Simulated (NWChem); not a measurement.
Species: SbH2 cation

```xyz
3

Sb     0.0000     0.0000    -0.0466
H      0.0000     1.2213     1.1874
H      0.0000    -1.2213     1.1874
```
Atoms are numbered in this order, from 1.

Program: NWChem. All runs use the structure optimised with PBE-D3(BJ)/def2-SVP. def2 effective core potentials on Sb; no spin-orbit coupling. Vertical excitations in the gas phase; the lowest state need not have the same character in each row.

For level LRC-wPBEh/def2-SVPD, full TDDFT:

```yaml
oscillator_strength_of_that_bright_state: 0.138
orbital gap (eV): 7.54
```

Problem. What are these values for level B3LYP/def2-SVPD, full TDDFT?

Solution. The oscillator strength of that bright state comes out as 0.115 and the orbital gap (eV) is 3.46.
